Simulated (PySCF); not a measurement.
C3H8N, SMILES [CH2]C(C)N, multiplicity 2. Geometry optimised at PBE-D3(BJ)/def2-SVP. The isomer is the one that the SMILES or the coordinates give; other isomers of the formula were not compared. One conformer was computed; it need not be the lowest.

Level of theory: PBE-D3(BJ)/def2-SVP run with PySCF.

Harmonic wavenumbers (cm⁻¹): 202, 253, 297, 330, 381, 443, 556, 817, 861, 882, 931, 1001, 1084, 1129, 1201, 1297, 1319, 1354, 1386, 1409, 1419, 1577, 2963, 2968, 3052, 3057, 3080, 3172, 3368, 3454. Rotational constants (GHz): 8.760, 7.959, 4.861; symmetry number 1.

Question: Work out the zero-point energy and the ideal-gas rigid-rotor harmonic-oscillator thermochemistry at 298.15 K and 1 atm.

Answer: ZPE = ½ Σ hcν = ½ × 45242 cm⁻¹ = 270.61 kJ/mol. H − E(el) = 288.48 kJ/mol. Entropy in J/(mol K): translation 159.41, rotation 101.94, vibration 41.54, spin 5.76, total 308.65. G − E(el) = 196.46 kJ/mol. Cp = 95.93 J/(mol K).
